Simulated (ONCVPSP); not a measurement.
**Pseudopotential generation for calcium (Ca): ONCV, LDA (Perdew-Zunger), scalar-relativistic.**

```
Element                 : Ca (Z = 20)
Generator               : ONCVPSP 4.0.1
Type                    : optimised norm-conserving Vanderbilt (ONCV)
Functional              : LDA (Perdew-Zunger)
Relativity              : scalar-relativistic
Frozen core             : [Ar]
Valence charge          : 2
Reference configuration : 4s1.5 (charge +0.5)
Partial waves           : 4s: rc 2.60 bohr, ncon 4, nbas 7, qcut 2.7 1/bohr, local; p scattering state at 0.32 Ha: rc 2.80 bohr, ncon 4, nbas 9, qcut 3.1 1/bohr, 2 projectors, debl 3.6 Ha; d scattering state at 0.36 Ha: rc 2.70 bohr, ncon 4, nbas 8, qcut 4 1/bohr, 2 projectors, debl 1.9 Ha
Local potential         : the s channel
Core correction         : Teter function, fcfact 3, rcfact 1.65
```

In the p channel the program set the typed energies aside and used 0.050, 3.650 Ha. In the d channel the program set the typed energies aside and used -0.191, 1.709 Ha.

All-electron outer shells of the reference configuration (LDA (Perdew-Zunger), scalar-relativistic, ld1.x):

```tsv
shell	level (eV)	outermost node (bohr)	outermost maximum (bohr)
4s	-6.43	1.43	3.21
```

(1) Estimate the cutoffs (Ha) at which the residual kinetic energy of the hardest occupied pseudo-wave falls to 1 and 0.1 mHa per electron.

(2) Does the potential have ghost states?

(3) Tests: 4s2; 4s1; 4s1 4p1; 3d1 4s1. Which has the largest error in its energy relative to the reference configuration, and how large is it?

Results:

(1) 2.1 Ha and 15 Ha. The cutoffs count occupied waves only; projector 2 of the d channel, the hardest unoccupied one, needs 40 Ha at the loose tolerance.

(2) Ghosts flagged at negative energy: p at -1533.7 eV; no localised positive-energy state flagged. A true bound ghost makes a file unfit for plane-wave use.

(3) 3d1 4s1, with +204 meV (all-electron minus pseudo) on -0.33 eV.
